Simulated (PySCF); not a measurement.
Vertical excitations of a molecule C4H4F2O2 from TDA-PBE/def2-SVPD (PySCF), as energy in eV (oscillator strength): 5.55 (0.001), 6.12 (0.001), 6.52 (0.009), 6.71 (0.261), 7.19 (0.003), 7.46 (0.004). Lowest triplet (TDA): 4.14 eV. Geometry optimised at PBE0-D3(BJ)/def2-SVP. Other conformers were not sampled.

**Question.** Which molecule gave these data?
A. FC1(F)C=COCO1
B. C=C1OC(C(F)F)O1
C. CC1=COC(F)(F)O1
D. FC(F)=C1OCCO1

**Answer.** C, CC1=COC(F)(F)O1
